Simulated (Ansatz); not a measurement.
Job for Ansatz (a first-principles code): R-CCSD(T)/cc-pV(T+d)Z on S2 (SMILES S=S), 2S+1 = 1, a spin state set in the input, which need not be the lowest, at the other state's geometry. Files ending in .json are basis or fitting sets from the Basis Set Exchange.

Ansatz 0.2 input:
```yaml
crystal:
  periodic: [false, false, false]
  atoms:
    - {symbol: S, position_ang: [-0.00000000, -0.00000000, -0.95184959]}
    - {symbol: S, position_ang: [0.00000000, 0.00000000, 0.95184959]}
basis:
  gaussian:
    orbitals: cc-pV_T+d_Z.json
magnetization: {spin_polarized: false}
correlation: {method: ccsd_t, electrons: outside_noble_gas}
scf: {omitted_lower_state_checks: [cluster_reference]}
```

The log:

```
WARN ansatz: RAYON_NUM_THREADS=2 ignored (pool sized by the plan → 2); use --threads N
Functional definition: HF
these checks for a lower state are left out or cut short: cluster_reference
integrals: 0.05 GiB planned
461 factors; integrals over basis functions are off by at most 1.0e-3 eV
mean field: 0.11 GiB planned
mean field evaluation 1: about -21633.8930 eV, gradient 9.9e0 eV
mean field evaluation 2: about -21633.9015 eV, gradient 9.8e0 eV
mean field evaluation 4: about -21634.2770 eV, gradient 1.2e0 eV
mean field evaluation 8: about -21634.2839 eV, gradient 1.3e-3 eV
mean field evaluation 16: about -21634.2839 eV, gradient 1.3e-3 eV
mean field -21634.28387867 eV, -795.0452682967 hartree, gradient 3.0e-6 eV, S^2 0.000000; 2 other end points of the search recorded, 0 dependent functions left out; unrestricted orbitals would lower it
10 core orbitals not correlated
reference -21634.28387867 eV, -795.0452682967 hartree; 6, 6 occupied and 62, 62 virtual orbitals, 461 factors
second order -9.18180825 eV of doubles, -0.00000000 eV of singles
coupled cluster: 0.13 GiB planned
cycle   1  -9.50932530 eV  change   -3.3e-1 eV  update   8.7e-2
cycle   2  -9.84410123 eV  change   -3.3e-1 eV  update   3.2e-2
cycle   3  -9.91941203 eV  change   -7.5e-2 eV  update   1.5e-2
cycle   4  -9.91826822 eV  change    1.1e-3 eV  update   6.3e-3
cycle   5  -9.92125453 eV  change   -3.0e-3 eV  update   3.5e-3
cycle   6  -9.92145082 eV  change   -2.0e-4 eV  update   1.8e-3
cycle   7  -9.92177986 eV  change   -3.3e-4 eV  update   5.3e-4
cycle   8  -9.92183042 eV  change   -5.1e-5 eV  update   1.4e-4
cycle   9  -9.92175506 eV  change    7.5e-5 eV  update   3.3e-5
cycle  10  -9.92176702 eV  change   -1.2e-5 eV  update   7.9e-6
coupled cluster: 0.13 GiB planned
perturbative correction -0.60711700 eV, -0.0223111384 hartree
Total energy: -21644.81276269 eV, -795.4321976480 hartree
Checks for a lower state left out: cluster_reference
```

The calculation finished and met its thresholds.

Cost: roughly 1.8 core-seconds.
